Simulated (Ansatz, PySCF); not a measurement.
Cd(Me)(SMe) (C₂H₆CdS), SMILES C[S][Cd][CH3].

Coordinates come from a r2SCAN-D4/def2-SVP optimisation. The geometry has at least one imaginary mode, so it is a saddle point at that level. The def2 effective core potentials stand for the cores of Cd; spin–orbit coupling is left out. Other conformers were not sampled.

Vertical ionisation energy (IE) and electron affinity (EA) in eV. Rows of orbital energies are one-electron estimates. Where ΔSCF, EOM or ADC give a negative EA the extra electron is unbound and the value depends on the basis.

```json
[
 {"level": "−ε(HOMO), −ε(LUMO), M06-2X/def2-TZVP (PySCF)", "IE": "7.46", "EA": "0.23"},
 {"level": "−ε(HOMO), −ε(LUMO), PBE/def2-TZVP (PySCF)", "IE": "5.16", "EA": "1.36"},
 {"level": "ΔSCF, CAM-B3LYP/def2-SVPD (Ansatz), final states of multiplicity 2 and 2", "IE": "8.45", "EA": "-0.71"},
 {"level": "ΔSCF, PBE/def2-SVPD (Ansatz), final states of multiplicity 2 and 2", "IE": "8.37", "EA": "-0.58"}
]
```

Question: What vertical singlet–triplet gap does ΔSCF give with CAM-B3LYP/def2-SVPD (Ansatz, a quantum-chemistry and plane-wave program) and with PBE/def2-SVPD (Ansatz)? (Estimate from the structure and the level; the computed values follow.)

Answer: 4.42 and 4.21 eV (triplet above singlet where positive).
